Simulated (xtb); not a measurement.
Input file for xtb: GFN2-xTB on BHI2O (SMILES OB(I)I), a point of a torsion scan.

```
$ xtb mol.xyz --gfn 2 --opt vtight --chrg 0 --uhf 0 --input xcontrol
5

O     -0.82282434    -0.89172853    -0.32533540
B      0.26012137     0.05457537    -0.15329192
I      1.48728490     0.71106278    -1.84812495
I      0.80064259     0.69760254     1.88507211
H     -1.55165246    -0.75032366     0.33264310
$constrain
  force constant=1.0
  dihedral: 5,1,2,3,210.0
$end
```

It printed:

```
[...]
           -------------------------------------------------
          |                Calculation Setup                |
           -------------------------------------------------



           -------------------------------------------------
          |                 G F N 2 - x T B                 |
           -------------------------------------------------

        Reference                      10.1021/acs.jctc.8b01176
      * Hamiltonian:
        H0-scaling (s, p, d)           1.850000    2.230000    2.230000
        zeta-weighting                 0.500000
      * Dispersion:
        s8                             2.700000
        a1                             0.520000
        a2                             5.000000
        s9                             5.000000
      * Repulsion:
        kExp                           1.500000    1.000000
        rExp                           1.000000
      * Coulomb:
        alpha                          2.000000
        third order                    shell-resolved
        anisotropic                    true
        a3                             3.000000
        a5                             4.000000
        cn-shift                       1.200000
        cn-exp                         4.000000
        max-rad                        5.000000


          ...................................................
          :                      SETUP                      :
          :.................................................:
          :  # basis functions                  29          :
          :  # atomic orbitals                  27          :
          :  # shells                           11          :
          :  # electrons                        24          :
          :  max. iterations                   250          :
          :  Hamiltonian                  GFN2-xTB          :
          :  restarted?                      false          :
          :  GBSA solvation                  false          :
          :  PC potential                    false          :
          :  electronic temp.          300.0000000     K    :
          :  accuracy                    1.0000000          :
          :  -> integral cutoff          0.2500000E+02      :
          :  -> integral neglect         0.1000000E-07      :
          :  -> SCF convergence          0.1000000E-05 Eh   :
          :  -> wf. convergence          0.1000000E-03 e    :
          :  Broyden damping             0.4000000          :
          :  net charge                          0          :
          :  unpaired electrons                  0          :
          ...................................................

 iter      E             dE          RMSdq      gap      omega  full diag
   1    -13.1913178 -0.131913E+02  0.976E+00    6.26       0.0  T
   2    -13.0234781  0.167840E+00  0.153E+01    1.65       1.0  T
   3    -13.5130381 -0.489560E+00  0.818E+00    2.94       1.0  T
   4    -13.4674131  0.456250E-01  0.592E+00    2.66       1.0  T
   5    -13.5397610 -0.723479E-01  0.200E+00    3.36       1.0  T
   6    -13.5495022 -0.974117E-02  0.886E-01    3.62       1.0  T
   7    -13.5500225 -0.520333E-03  0.464E-01    3.67       1.0  T
   8    -13.5503564 -0.333859E-03  0.127E-01    3.78       1.0  T
   9    -13.5503889 -0.325412E-04  0.413E-02    3.76       1.1  T
  10    -13.5503885  0.366104E-06  0.246E-02    3.76       1.8  T
  11    -13.5503899 -0.135465E-05  0.781E-03    3.75       5.7  T
  12    -13.5503900 -0.149246E-06  0.276E-03    3.75      16.2  T
  13    -13.5503901 -0.199869E-07  0.849E-04    3.75      52.7  T
  14    -13.5503901 -0.346816E-09  0.296E-04    3.75     151.0  T

   *** convergence criteria satisfied after 14 iterations ***

         #    Occupation            Energy/Eh            Energy/eV
      -------------------------------------------------------------
         1        2.0000           -0.7630282             -20.7631
       ...           ...                  ...                  ...
         6        2.0000           -0.5408879             -14.7183
         7        2.0000           -0.5228473             -14.2274
         8        2.0000           -0.4769929             -12.9796
         9        2.0000           -0.4505507             -12.2601
        10        2.0000           -0.4408169             -11.9952
        11        2.0000           -0.4377577             -11.9120
        12        2.0000           -0.4319592             -11.7542 (HOMO)
        13                         -0.2940866              -8.0025 (LUMO)
        14                         -0.1965174              -5.3475
        15                         -0.1571977              -4.2776
        16                         -0.0476123              -1.2956
        17                         -0.0087384              -0.2378
       ...                                ...                  ...
        27                          0.5976641              16.2633
      -------------------
[...]
                 -0.1635626              -4.4508
        15                         -0.1320357              -3.5929
        16                         -0.0193178              -0.5257
        17                         -0.0024058              -0.0655
       ...                                ...                  ...
        27                          0.7719121              21.0048
      -------------------------------------------------------------
                  HL-Gap            0.1660033 Eh            4.5172 eV
             Fermi-level           -0.3437206 Eh           -9.3531 eV

 SCC (total)                   0 d,  0 h,  0 min,  0.006 sec
 SCC setup                      ...        0 min,  0.000 sec (  1.415%)
 Dispersion                     ...        0 min,  0.000 sec (  1.013%)
 classical contributions        ...        0 min,  0.000 sec (  0.147%)
 integral evaluation            ...        0 min,  0.002 sec ( 30.134%)
 iterations                     ...        0 min,  0.001 sec ( 22.026%)
 molecular gradient             ...        0 min,  0.003 sec ( 42.845%)
 printout                       ...        0 min,  0.000 sec (  2.083%)

         :::::::::::::::::::::::::::::::::::::::::::::::::::::
         ::                     SUMMARY                     ::
         :::::::::::::::::::::::::::::::::::::::::::::::::::::
         :: total energy             -13.539444346260 Eh    ::
         :: gradient norm              0.000035828709 Eh/a0 ::
         :: HOMO-LUMO gap              4.517179641773 eV    ::
         ::.................................................::
         :: SCC energy               -13.592786961429 Eh    ::
         :: -> isotropic ES            0.054787023802 Eh    ::
         :: -> anisotropic ES          0.001462677093 Eh    ::
         :: -> anisotropic XC         -0.010758655598 Eh    ::
         :: -> dispersion             -0.003853273875 Eh    ::
         :: repulsion energy           0.053278485477 Eh    ::
         :: add. restraining           0.000064129693 Eh    ::
         :: total charge               0.000000000000 e     ::
         :::::::::::::::::::::::::::::::::::::::::::::::::::::

           -------------------------------------------------
          |                Property Printout                |
           -------------------------------------------------

    * Orbital Energies and Occupations

         #    Occupation            Energy/Eh            Energy/eV
      -------------------------------------------------------------
         1        2.0000           -0.7601509             -20.6848
         2        2.0000           -0.7595066             -20.6672
         3        2.0000           -0.7492642             -20.3885
         4        2.0000           -0.6596934             -17.9512
         5        2.0000           -0.5827154             -15.8565
         6        2.0000           -0.5665033             -15.4153
         7        2.0000           -0.5239349             -14.2570
         8        2.0000           -0.4693670             -12.7721
         9        2.0000           -0.4467351             -12.1563
        10        2.0000           -0.4374334             -11.9032
        11        2.0000           -0.4332577             -11.7895
        12        2.0000           -0.4267222             -11.6117 (HOMO)
        13                         -0.2607189              -7.0945 (LUMO)
        14                         -0.1635626              -4.4508
        15                         -0.1320357              -3.5929
        16                         -0.0193178              -0.5257
        17                         -0.0024058              -0.0655
        18                         -0.0013891              -0.0378
        19                          0.0006230               0.0170
        20                          0.0081483               0.2217
        21                          0.0109135               0.2970
        22                          0.0501949               1.3659
        23                          0.0880404               2.3957
       ...                                ...                  ...
        27                          0.7719121              21.0048
      -------------------------------------------------------------
                  HL-Gap            0.1660033 Eh            4.5172 eV
             Fermi-level           -0.3437206 Eh           -9.3531 eV

     #   Z          covCN         q      C6AA      α(0)
     1   8 O        1.687    -0.425    21.329     6.235
     2   5 B        2.562     0.443    16.015     6.849
     3  53 I        1.247    -0.156   383.555    33.808
     4  53 I        1.211    -0.192   386.282    33.928
     5   1 H        0.806     0.330     0.638     1.255
Note: The following floating-point exceptions are signalling: IEEE_DENORMAL
normal termination of xtb

 Mol. C6AA /au·bohr⁶  :       2355.675255
 Mol. C8AA /au·bohr⁸  :     179997.280113
 Mol. α(0) /au        :         82.074394


Wiberg/Mayer (AO) data.
largest (>0.10) Wiberg bond orders for each atom

 ---------------------------------------------------------------------------
     #   Z sym  total        # sym  WBO       # sym  WBO       # sym  WBO
 ---------------------------------------------------------------------------
     1   8 O    2.264 --     2 B    1.332     5 H    0.860
     2   5 B    3.405 --     1 O    1.332     3 I    1.048     4 I    1.015
     3  53 I    1.121 --     2 B    1.048
     4  53 I    1.081 --     2 B    1.015
     5   1 H    0.891 --     1 O    0.860
 ---------------------------------------------------------------------------

Topologies differ in total number of bonds
Writing topology from bond orders to xtbtopo.mol

molecular dipole:
                 x           y           z       tot (Debye)
 q only:       -0.809      -0.332       0.174
   full:       -1.672      -1.022       0.219       5.011
molecular quadrupole (traceless):
                xx          xy          yy          xz          yz          zz
 q only:        3.002      -0.452       1.144      -0.725      -1.240      -4.146
  q+dip:        7.005      -3.914       7.001       1.986      -1.587     -14.006
   full:        6.365      -4.107       6.505       1.612      -1.646     -12.870

           -------------------------------------------------
          |                Geometry Summary                 |
           -------------------------------------------------

      molecular mass/u    :      281.6273175
   center of mass at/Å    :        0.9487573       0.5676761       0.0073341
  moments of inertia/u·Å² :        0.1008423E+03   0.8660155E+03   0.9665572E+03
rotational constants/cm⁻¹ :        0.1671683E+00   0.1946574E-01   0.1744091E-01

 * 4 selected distances

     #   Z          #   Z                                           value/Å
     1   8 O        2   5 B                                       1.3152752
     2   5 B        3  53 I                                       2.1168703
     2   5 B        4  53 I                                       2.1355233 (max)
     1   8 O        5   1 H                                       0.9567330 (min)

 * 3 distinct bonds (by element types)

   Z      Z             #   av. dist./Å        max./Å        min./Å
   1 H    8 O           1     0.9567330     0.9567330     0.9567330
   5 B    8 O           1     1.3152752     1.3152752     1.3152752
   5 B   53 I           2     2.1261968     2.1355233     2.1168703


optimized geometry written to: xtbopt.xyz


           -------------------------------------------------
          | TOTAL ENERGY              -13.539444346260 Eh   |
          | GRADIENT NORM               0.000035828709 Eh/α |
          | HOMO-LUMO GAP               4.517179641773 eV   |
           -------------------------------------------------

------------------------------------------------------------------------
------------------------------------------------------------------------
 total:
 SCF:
 ANC optimizer:
```

The run finished.

Warnings raised: the energy holds the restraint's term.

Cost: roughly 0.16 core-seconds.
